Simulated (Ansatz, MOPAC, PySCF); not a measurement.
C2H4 (SMILES C=C) and CHN (SMILES C#N) are pulled apart as rigid monomers along the line of their centres of mass, from the B3LYP-D3(BJ)/def2-TZVP minimum. Starting geometry (charge 0, multiplicity 1):
```xyz
9

C      0.6559     0.0111    -0.0014
C     -0.6670     0.0437     0.0893
H      1.2053    -0.9226     0.0198
H      1.2418     0.9158    -0.1115
H     -1.2172     0.9766     0.0571
H     -1.2537    -0.8618     0.1883
C      0.2488     0.2742     3.6655
N      0.3284     0.3500     4.8069
H      0.1740     0.2028     2.5987
```

Interaction energies with rigid monomers; basis-set methods are counterpoise corrected unless marked otherwise.

Frozen-core correlation. Rows in 6-31G* carry no dispersion term and start afresh at each structure (6-31G* with six Cartesian d functions). The state that PM7 reach isn't checked; PM7 holds dispersion and hydrogen-bond terms.

The values were computed with Ansatz (Gaussian basis) for Hartree–Fock, density functionals and correlated methods; MOPAC for PM7 (differences of heats of formation); PySCF for 6-31G* rows, the dispersion terms. 

```tsv
C1···H9 (Å)	PM7 (kcal/mol)	HF/6-31G* (kcal/mol)	PBE0/def2-TZVPPD (kcal/mol)	PBE0-D4/def2-TZVPPD (kcal/mol)	CCSD/aug-cc-pVDZ (kcal/mol)
2.40	-1.28	-0.22	-1.62	-2.35	[?]
2.65	-1.51	-1.67	-2.20	-2.80	-1.76
3.04	-1.13	-1.88	[?]	-2.35	-1.79
3.69	-0.65	-1.13	-1.12	-1.32	-1.12
4.73	-0.25	-0.43	-0.45	-0.49	-0.46
```

Question: Some entries are withheld; supply them.

Answer: 
- 3.04, PBE0/def2-TZVPPD (kcal/mol): -1.93
- 2.40, CCSD/aug-cc-pVDZ (kcal/mol): -0.71

Ansatz is a program for electronic structure.
